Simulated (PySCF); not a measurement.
An unknown shows these calculated signals:

¹H NMR (600 MHz, computed): δ 4.28 (m, 2H), 4.08 (m, 2H), 2.42 (s, 3H), 1.64 (m, 2H).

¹³C{¹H} NMR (computed): δ 243.9 (C), 191.9 (C), 124.0 (C), 82.6 (C), 6.6 (CH3).

[PySCF 2.14: GFN2-xTB structure; GIAO PBE0/pcSseg-1 shieldings; one computed conformer; equivalent nuclei averaged; non-relativistic; no solvent]

Referencing at the same level of theory: TMS for ¹H, ¹³C.

Task: Which of these does the molecule contain: a Si–H bond, a (CH3)2CH unit, an N-methyl group, a CH3CH2 unit, a ketone, a C≡C triple bond?

Result: 
- A Si–H bond: yes (δH 4.08 (m)).
- A (CH3)2CH unit: no.
- An N-methyl group: no.
- A CH3CH2 unit: no.
- A ketone: yes (δC 191.9).
- A C≡C triple bond: yes (δC 124.0, 82.6).

The data belong to SMILES O=C(C#CC)C(=O)[SiH2][SiH2]P, C$_{5}$H$_{9}$O$_{2}$PSi$_{2}$; they needn't prove each group on their own.

Carbon signals by region: 2 in the far downfield region (above 160 ppm), 1 in the sp2 and nitrile region (100–160 ppm), 1 at 50–100 ppm, 1 below 50 ppm. Above 160 ppm: 243.9, carbonyl carbon, 191.9, carbonyl carbon of an ynone.

Splittings by ³¹P in the carbon and heteronuclear signals aren't shown, as no couplings were computed. Shifts are as computed. Against solution values, carbons near 30 ppm lie about +3 ppm off and those near 130 ppm about +5 ppm. Of 1211 compounds with measured shifts, 218 miss one by over three times the rms of a fit or turn the order of signals round; such compounds aren't used in these exercises. Multiplicities follow the n + 1 count of equivalent neighbours, as no J values were calculated; m marks all less simple cases, F and P coupling included.
